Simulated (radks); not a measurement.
The nuclear charge of the germanium ion Ge+ is varied continuously with 31 electrons held in [Ar] 3d10 4s2 4p1. All-electron calculation, Dirac Kohn-Sham, PBE, spin-unpolarised, spherical densities, finite nucleus; open shells fill j = l - 1/2 first; Fermi nuclear charge, rms radius 4.0742 fm. Program: a radial shooting solver on a logarithmic mesh with Libxc functionals. By the Hellmann-Feynman theorem dE/dZ = E(electron-nucleus)/Z, the electronic potential at the nucleus (averaged over a nucleus of fixed radius).

| Z | E (hartree) | E(electron-nucleus)/Z (hartree) | HOMO | e(HOMO) (eV) | <r> HOMO (bohr) |
|---|---|---|---|---|---|
| 31.5 | -2020.50038 | -154.643 | 4p1/2 | -6.595 | 2.853 |
| 31.75 | -2059.36879 | -156.304 | 4p1/2 | -8.890 | 2.676 |
| 32 | -2098.65208 | -157.962 | 4p1/2 | -11.366 | 2.531 |
| 32.25 | -2138.34987 | -159.620 | 4p1/2 | -14.011 | 2.409 |
| 32.5 | -2178.46190 | -161.276 | 4p1/2 | -16.818 | 2.303 |
| 32.75 | -2218.98798 | -162.932 | 4p1/2 | -19.780 | 2.210 |
| 33 | -2259.92800 | -164.588 | 4p1/2 | -22.891 | 2.127 |

The central difference of E at Z = 32 is -157.962 hartree, to compare with the third column; the second derivative is -6.63 hartree.
